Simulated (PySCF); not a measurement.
1-fluorocyclopropane-1-carbaldehyde (C4H5FO), SMILES C1C(F)(C1)C=O. Atoms are numbered in the order given.

```xyz
11

O     -0.2910     2.0249     0.0000
C      0.5524     1.1620     0.0000
C      0.2429    -0.2948     0.0000
F      1.3635    -1.0772     0.0000
C     -0.9650    -0.7931     0.7506
C     -0.9650    -0.7931    -0.7506
H      1.6498     1.3863     0.0000
H     -0.8350    -1.7500     1.2623
H     -1.5574    -0.0378     1.2737
H     -0.8350    -1.7500    -1.2623
H     -1.5574    -0.0378    -1.2737
```

Geometry: B3LYP-D3(BJ)/def2-SVP. Other conformers were not sampled.

Two levels are set side by side: PBE/pcSseg-1 (PySCF) and KT2/pcSseg-1 (PySCF). GIAO shifts against CFCl3 (¹⁹F), H2O (¹⁷O), TMS (¹H), TMS (¹³C) at the same level; non-relativistic, no solvent, atoms listed together averaged. Differences are taken from unrounded values.

| quantity | KT2 | PBE | PBE minus KT2 |
|---|---|---|---|
| δ(¹⁷O) of O1 (ppm) | 601.8 | 654.2 | 52.4 |
| δ(¹³C) of C2 (ppm) | 196.6 | 208.9 | 12.3 |
| δ(¹³C) of C3 (ppm) | 86.2 | 90.6 | 4.4 |
| δ(¹⁹F) of F4 (ppm) | -260.7 | -252.1 | 8.5 |
| δ(¹³C) of C5, C6 (ppm) | 24.2 | 26.0 | 1.9 |
| δ(¹H) of H7 (ppm) | 10.69 | 11.01 | 0.32 |
| δ(¹H) of H8, H9, H10, H11 (ppm) | 1.70 | 1.71 | 0.01 |

Rough cost on one machine, each run with all the roots and properties that it gave: KT2 against PBE within a factor of 2.
